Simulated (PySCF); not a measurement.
**Polarisability and C₆ of Ag³⁺ (silver, charge +3)**

[Kr] 4d8, high-spin 3F determinant. Computed with PySCF 2.14 in aug-cc-pwCVTZ-PP with ECP28MDF, with scalar relativity through the core potential. Coupled (time-dependent) response in atomic units; α is the mean over directions.

```
method  mean α (bohr³)  C₆ (like pair)  S(−4)
  PBE0           4.030           18.06  2.830
 M06-L           3.989           17.95  2.715
```

S(−4) is the Cauchy moment in α(ω) = α(0) + S(−4) ω² + …

Spin-orbit coupling is absent.

α(iu) at PBE0:

```
u (hartree)  α(iu) (bohr³)
          0          4.030
     0.0500          4.023
      0.100          4.002
      0.200          3.922
      0.300          3.800
      0.500          3.481
      0.750          3.045
       1.00          2.639
       1.50          1.984
       2.00          1.516
       3.00         0.9382
       5.00         0.4397
```

For an ion, C₆ is the dispersion term alone; charge-induced terms of lower order in 1/R come first.

Energies and moments cover only the electrons outside the core potential.
